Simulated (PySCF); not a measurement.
Sn(H)(Cl)2(Me) (CH₄Cl₂Sn), SMILES [Cl][SnH]([Cl])[CH3].

The structure is a stationary point at r2SCAN-D4/def2-SVP. The structure was generated by enumeration; whether it is a known compound was not checked. The def2 effective core potentials stand for the cores of Sn; spin–orbit coupling is left out.

Two levels are set side by side: PBE/def2-TZVP (PySCF) and M06-2X/def2-TZVP (PySCF). Same geometry, gas phase. Differences are taken from unrounded values.

```csv
quantity,M06-2X
orbital gap (eV),9.66
highest occupied level (eV),-9.85
lowest empty level (eV),-0.19
dipole moment (D),3.61
mean polarisability (bohr³),73.3
```

Question: What does PBE give, and how far is it from M06-2X? (The exact figures need the calculation; the answer reports its results.)

Answer: 
```json
[
 {"quantity": "orbital gap (eV)", "PBE": "5.05", "PBE minus M06-2X": "-4.61"},
 {"quantity": "highest occupied level (eV)", "PBE": "-7.30", "PBE minus M06-2X": "2.56"},
 {"quantity": "lowest empty level (eV)", "PBE": "-2.24", "PBE minus M06-2X": "-2.05"},
 {"quantity": "dipole moment (D)", "PBE": "3.41", "PBE minus M06-2X": "-0.19"},
 {"quantity": "mean polarisability (bohr³)", "PBE": "77.0", "PBE minus M06-2X": "3.8"}
]
```

PBE's occupied levels lie high since its potential decays too fast outside the molecule; exact exchange lowers them and widens the gap. PBE's more diffuse valence density responds more strongly to a field. Differences between two approximate levels are no errors against the true value.

Rough cost on one machine, each run with all the roots and properties that it gave: M06-2X against PBE about 3 times.
